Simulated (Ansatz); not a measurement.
Cost and result for the atomization energy of `CC#Cc1ccccc1` (17 atoms, 17 bonds).

```json
{"atom": "C1", "x (Å)": "-1.189", "y (Å)": "2.960", "z (Å)": "-2.175"}
{"atom": "C2", "x (Å)": "-0.744", "y (Å)": "1.848", "z (Å)": "-1.360"}
{"atom": "C3", "x (Å)": "-0.373", "y (Å)": "0.924", "z (Å)": "-0.682"}
{"atom": "C4", "x (Å)": "0.066", "y (Å)": "-0.166", "z (Å)": "0.120"}
{"atom": "C5", "x (Å)": "-0.077", "y (Å)": "-1.483", "z (Å)": "-0.329"}
{"atom": "C6", "x (Å)": "0.350", "y (Å)": "-2.540", "z (Å)": "0.455"}
{"atom": "C7", "x (Å)": "0.926", "y (Å)": "-2.304", "z (Å)": "1.695"}
{"atom": "C8", "x (Å)": "1.073", "y (Å)": "-1.001", "z (Å)": "2.149"}
{"atom": "C9", "x (Å)": "0.648", "y (Å)": "0.061", "z (Å)": "1.370"}
{"atom": "H10", "x (Å)": "-1.854", "y (Å)": "2.620", "z (Å)": "-2.972"}
{"atom": "H11", "x (Å)": "-0.341", "y (Å)": "3.470", "z (Å)": "-2.640"}
{"atom": "H12", "x (Å)": "-1.732", "y (Å)": "3.694", "z (Å)": "-1.573"}
{"atom": "H13", "x (Å)": "-0.527", "y (Å)": "-1.663", "z (Å)": "-1.298"}
{"atom": "H14", "x (Å)": "0.233", "y (Å)": "-3.556", "z (Å)": "0.095"}
{"atom": "H15", "x (Å)": "1.260", "y (Å)": "-3.134", "z (Å)": "2.307"}
{"atom": "H16", "x (Å)": "1.522", "y (Å)": "-0.810", "z (Å)": "3.117"}
{"atom": "H17", "x (Å)": "0.761", "y (Å)": "1.080", "z (Å)": "1.721"}
```

The species carries charge 0 and has multiplicity 1. The structure was optimised at the PBE0-D4/def2-TZVP level. Program: Ansatz. All runs use 2 threads of an AMD EPYC 7R13 on a shared host and a share of an NVIDIA H100 80 GB. Times are those of one run each, without the atoms' runs, and a repeat can differ threefold. Electronic energies, without spin–orbit coupling; frozen cores. CCSD(T)/CBS adds CCSD(T) − MP2 in def2-TZVPP to the MP2 limit, and its time is that of the two runs behind it. T1 = 0.011; the RHF reference is unstable towards UHF. B3LYP takes the VWN-RPA correlation (the form of Gaussian; ORCA's B3LYP/G).

CCSD(T)/CBS is a level of theory with its own doubt, some kJ/mol a heavy atom from the limit and from the frozen cores, so smaller differences don't rank the functionals.

```tsv
level	functions	wall time	atomization (kJ/mol)	difference from CCSD(T)/CBS	per bond
PBE-D4/def2-TZVPP (with forces)	391	5.5 s	8504.2	342.8	20.2
BLYP-D4/def2-TZVPP	391	6.5 s	8223.6	62.2	3.7
PBE0-D4/def2-TZVPP	391	6.5 s	8336.6	175.2	10.3
revPBE-D4/def2-TZVPP	391	7 s	8289.5	128.1	7.5
B3LYP-D4/def2-TZVPP (with forces)	391	8 s	8214.6	53.2	3.1
r2SCAN-D4/def2-TZVPP (with forces)	391	8.5 s	8254.2	92.8	5.5
B2PLYP/def2-TZVPP	391	9 s	8146.0	-15.4	-0.9
BHLYP-D4/def2-TZVPP	391	9.5 s	7953.1	-208.3	-12.3
ωB97X-V/def2-TZVPP	391	10 s	8178.4	17.0	1.0
MP2/def2-QZVPP	753	14 s	8326.9	165.5	9.7
CCSD(T)/def2-SVP	166	15 s	7899.7	-261.7	-15.4
CCSD(T)/def2-TZVPP	391	58 s	7974.1	-187.3	-11.0
CCSD(T)/CBS(def2)	–	72 s	8161.4	0.0	0.0
```

From r2SCAN to r2SCAN0 (25 % exact exchange), in def2-TZVPP and without D4, the atomization energy moves by −128.2 kJ/mol: exact exchange takes away binding that semilocal exchange gives to molecules. In def2-TZVPP, CCSD(T) changes the Hartree–Fock value by +1894.0 kJ/mol (the triples alone add +155.3 kJ/mol) and MP2 by +2137.0 kJ/mol; breaking electron pairs costs correlation energy, which Hartree–Fock lacks. At CCSD(T), def2-SVP lies −261.7 kJ/mol from the extrapolated value and def2-TZVPP −187.3 kJ/mol: correlation converges slowly with the basis, and small sets miss more of it in the bonded molecule than in its fragments.
